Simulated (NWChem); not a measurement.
System: BSiH₄O₂F; SMILES OB(O)[SiH2]F

```xyz
9

Si    -0.7359     0.9237     0.0000
F      0.6609     1.8330     0.0000
B      0.0615    -0.9562     0.0000
O     -0.5680    -2.1704     0.0000
O      1.4283    -0.9690     0.0000
H     -1.5386     1.3119    -1.2148
H     -1.5386     1.3119     1.2148
H     -1.5364    -2.0999     0.0000
H      1.7780    -0.0560     0.0000
```
Atoms are numbered in this order, from 1.

Results from NWChem. The geometry was optimised at PBE-D3(BJ)/def2-SVP. Level r2SCAN/def2-SVP: energy and gradient on several grids; changes count from the extra-fine grid, which is no exact limit either.

**Question.** Which is the coarsest grid (fine; coarse; xcoarse; medium; xfine) from which on the energy stays within 100 μHa and each gradient component within 200 μHa/bohr of xfine?

**Answer.** medium.
```csv
grid,size of the energy change (μHa),largest change of a gradient component (μHa/bohr),"time, medium = 1 (rough)"
xcoarse,4000,3000,about 1
coarse,800,300,about 1
medium,50,60,about 1
fine,< 10,50,about 1
xfine,< 10,< 30,3
```
